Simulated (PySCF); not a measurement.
## Group charges in `C[Si@@H]1[Si@@H](C)[SiH2][Si@@H]1O[SiH3]`

Species: C₂H₁₄OSi₅.
SMILES with atom numbers: `[CH3:1][Si@@H:2]1[Si@@H:3]([CH3:4])[SiH2:5][Si@@H:6]1[O:7][SiH3:8]` (hydrogens: H9, H10, H11 on C1; H12 on Si2; H13 on Si3; H14, H15, H16 on C4; H17, H18 on Si5; H19 on Si6; H20, H21, H22 on Si8)

Structure used (GFN2-xTB), in Å, numbered top down from 1:
```xyz
22
C2H14OSi5 angstrom
C     -0.0606    2.3490   -0.9733
Si    -0.5325    0.5171   -1.2253
Si    -1.7234   -0.4312    0.6110
C     -3.3331   -1.3119    0.0851
Si     0.0719   -1.9337    1.0041
Si     1.2445   -0.9928   -0.8089
O      2.5428   -0.1593   -0.2349
Si     3.2522    0.8861    0.7598
H      0.5804    2.7073   -1.7740
H     -0.9283    3.0014   -0.9300
H      0.4880    2.4654   -0.0425
H     -1.1740    0.4815   -2.5598
H     -2.1537    0.4579    1.7139
H     -3.1417   -1.9827   -0.7473
H     -4.0965   -0.6074   -0.2312
H     -3.7495   -1.9059    0.8930
H      0.7109   -1.8668    2.3295
H     -0.2647   -3.3642    0.8921
H      1.9401   -1.7841   -1.8349
H      3.5226    2.0921   -0.0205
H      4.4687    0.2332    1.2330
H      2.3256    1.1684    1.8605
```

Atomic charges (e) from the PBE0/pcSseg-1 density (PySCF):

| atom | Mulliken | IAO | Hirshfeld | ESP-fitted |
| --- | --- | --- | --- | --- |
| C1 | -0.5838 | -0.6777 | -0.2075 | -0.5428 |
| Si2 | +0.1135 | +0.2856 | +0.1745 | +0.2812 |
| Si3 | +0.1439 | +0.3248 | +0.1816 | +0.2437 |
| C4 | -0.5775 | -0.6822 | -0.2117 | -0.5314 |
| Si5 | +0.0212 | +0.0897 | +0.1226 | +0.0610 |
| Si6 | +0.5358 | +0.6150 | +0.2534 | +0.2212 |
| O7 | -0.7405 | -0.8825 | -0.3082 | -0.3612 |
| Si8 | +0.7215 | +0.8831 | +0.3835 | +0.5806 |
| H9 | +0.1472 | +0.1585 | +0.0431 | +0.1562 |
| H10 | +0.1484 | +0.1602 | +0.0448 | +0.1486 |
| H11 | +0.1476 | +0.1491 | +0.0365 | +0.1100 |
| H12 | -0.0205 | -0.0906 | -0.0813 | -0.1094 |
| H13 | -0.0164 | -0.0889 | -0.0780 | -0.0904 |
| H14 | +0.1354 | +0.1511 | +0.0372 | +0.1151 |
| H15 | +0.1437 | +0.1573 | +0.0422 | +0.1421 |
| H16 | +0.1442 | +0.1571 | +0.0419 | +0.1474 |
| H17 | -0.0157 | -0.0750 | -0.0725 | -0.0584 |
| H18 | -0.0223 | -0.0797 | -0.0778 | -0.0546 |
| H19 | -0.0543 | -0.1053 | -0.0777 | -0.0742 |
| H20 | -0.1226 | -0.1484 | -0.0817 | -0.1286 |
| H21 | -0.1160 | -0.1416 | -0.0791 | -0.1222 |
| H22 | -0.1329 | -0.1595 | -0.0858 | -0.1338 |

**Question.** Cut each of the bonds C1–Si2, C4–Si3, O7–Si6 and Si8–O7 in turn and sum the charges on the side of the atom named first.

**Answer.** In e; the other side holds the opposite charge:

| bond cut | piece | atoms | Mulliken | IAO | Hirshfeld | ESP-fitted |
| --- | --- | --- | --- | --- | --- | --- |
| C1–Si2 | CH3 | 4 | -0.141 | -0.210 | -0.083 | -0.128 |
| C4–Si3 | CH3 | 4 | -0.154 | -0.217 | -0.090 | -0.127 |
| O7–Si6 | SiOH3 | 5 | -0.390 | -0.449 | -0.171 | -0.165 |
| Si8–O7 | SiH3 | 4 | +0.350 | +0.434 | +0.137 | +0.196 |

Extremes among these pieces. Mulliken: lowest SiOH3 at O7, highest SiH3 at Si8; IAO: lowest SiOH3 at O7, highest SiH3 at Si8; Hirshfeld: lowest SiOH3 at O7, highest SiH3 at Si8; ESP-fitted: lowest SiOH3 at O7, highest SiH3 at Si8.

**Question.** Do the schemes agree better on the pieces than on the single atoms at the cuts?

**Answer.** The spread between schemes averages 0.208 e for the pieces and 0.504 e for the atoms named first; it is smaller for the piece at 4 of the 4 cuts. On average they agree better on the pieces.

Isolated species at its GFN2-xTB geometry (one conformer only).
